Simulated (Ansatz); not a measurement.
Gas-phase electronic energies from Ansatz, PBE0-D4/def2-TZVP geometries. CCSD(T)/CBS adds triple-zeta CCSD(T) − MP2 to the extrapolated MP2 energy (def2 sets, frozen cores). Functionals use def2-TZVPP. B3LYP here is the variant with VWN-RPA as its local correlation; programs differ in this. One conformer a species, not always the lowest.

Consider the formal exchange of groups at the Si–B bond: `[SiH3]B[SiH2][SiH3]` + `[AlH2][BH]O[SiH3]` → `[AlH2][B]([SiH3])O[SiH3]` + `B[SiH2][SiH3]`.

CCSD(T)/CBS gives +0.08 eV.

(1) Another level gave +0.07 eV. Which?
A. PBE-D4/def2-TZVPP
B. ωB97X-V/def2-TZVPP
C. B3LYP/def2-TZVPP
D. HF/def2-TZVPP

Largest T1 diagnostic among the species: 0.015.

Results:

(1) B. ωB97X-V 0.07, B3LYP 0.13, HF/def2-TZVPP 0.21, PBE-D4 0.03 eV.

In def2-TZVPP, CCSD(T) changes the Hartree–Fock value by −0.13 eV (the triples alone add −0.03 eV) and MP2 by −0.12 eV.
